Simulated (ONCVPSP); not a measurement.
**Configuration tests for Ba (Z = 56) (ONCV)**

Ba, optimised norm-conserving Vanderbilt (ONCV), made with ONCVPSP 4.0.1 (PBE, fully relativistic). Core [Kr] 4d10, reference 5s2 5p6 6s1.5 6p0.5. Waves: 5s+6s: rc 3.05 bohr, ncon 4, nbas 9, qcut 5.1 1/bohr, 3 projectors, debl 2.8 Ha; 5p+6p: rc 3.55 bohr, ncon 4, nbas 7, qcut 3.1 1/bohr, 2 projectors; d scattering state at 0.28 Ha: rc 3.35 bohr, ncon 4, nbas 7, qcut 2.7 1/bohr, 3 projectors, debl 0.8 Ha. Local part: polynomial inside 2.30 bohr (lpopt 2, dvloc0 0 Ha). Core correction: Teter function fitted to the true core (icmod 2), fcfact 0.2.

Open shells are filled in proportion to 2j + 1.

In the d channel the program set the typed energies aside and used -0.088, 0.712, 1.512 Ha (j = l + 1/2; the other j can differ).

Energies are relative to the spin-unpolarised reference configuration 5s2 5p6 6s1.5 6p0.5; without spin polarisation the order of configurations can differ from experiment.

```
valence configuration  charge  ΔE all-electron (eV)  error AE − PS (meV)
      5s2 5p6 6s2 6p0       0                -1.001                 -0.2
      5s2 5p6 6s1 6p0      +1                 4.360                 -0.3
```

(1) What are ΔE and the potential's error for 5s2 5p6 6s0 6p0?

(2) What are ΔE and the potential's error for 5s1 5p6 6s2 6p0?

## Answers

(1) ΔE = 14.339 eV all-electron; the error (AE − PS) is -5.4 meV.

(2) ΔE = 37.763 eV all-electron; the error (AE − PS) is -170 meV.
